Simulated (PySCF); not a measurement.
Two-component Hartree-Fock for Rh³⁶⁺ (rhodium, charge +36)

Start: [He] 2s2 2p5; 2p1/2 filled at m_j = -1/2, +1/2; 2p3/2 filled at m_j = -1/2, +1/2, +3/2. Calculated with PySCF 2.14 in an even-tempered Gaussian basis (17 s from 16 bohr⁻², ratio 2.4; 12 p from 20 bohr⁻², ratio 2.4; 5 d from 76 bohr⁻², ratio 2.6; 4 f from 110 bohr⁻², ratio 2.6): generalised Hartree-Fock with the X2C-1e Hamiltonian and a Gaussian nucleus; one run each with spin-orbit coupling (SO) switched off, then screened by Boettger's factors.

```json
{"spinor shell": "1s1/2", "electrons": "2", "ε, spin-free (eV)": "-25682.2", "ε, screened SO (eV)": "-25678.4", "weight of nominal j (screened SO)": "1.000", "rms radius, screened SO (bohr)": "0.0374"}
{"spinor shell": "2s1/2", "electrons": "2", "ε, spin-free (eV)": "-5576.0", "ε, screened SO (eV)": "-5574.9", "weight of nominal j (screened SO)": "1.000", "rms radius, screened SO (bohr)": "0.149"}
{"spinor shell": "2p1/2", "electrons": "2", "ε, spin-free (eV)": "-5258.3", "ε, screened SO (eV)": "-5362.0", "weight of nominal j (screened SO)": "0.997", "rms radius, screened SO (bohr)": "0.129"}
{"spinor shell": "2p3/2", "electrons": "3", "ε, spin-free (eV)": "-5258.3", "ε, screened SO (eV)": "-5209.1", "weight of nominal j (screened SO)": "0.998", "rms radius, screened SO (bohr)": "0.133"}
```

| quantity | spin-free | screened SO |
| --- | --- | --- |
| E (hartree) | -3572.04980 | -3574.44458 |
| M_J | 3/2 | 3/2 |
| ⟨J²⟩ | 3.750 | 3.750 |
| ⟨L²⟩ | 2.000 | 2.003 |
| ⟨S²⟩ | 0.750 | 0.753 |

Each row is a mean over spinors that exchange with the open shell spreads, by up to 35.929 eV (2s1/2).

Breit and QED terms are absent; they matter most for the inner s and p1/2 levels.

Densities and radii are taken from the X2C orbitals without a picture-change correction, which distorts them close to the nucleus.

Without spin-orbit coupling the j labels of p, d and f shells carry no meaning; the spin-free column gives the mean over the occupied spinors of each nl shell.
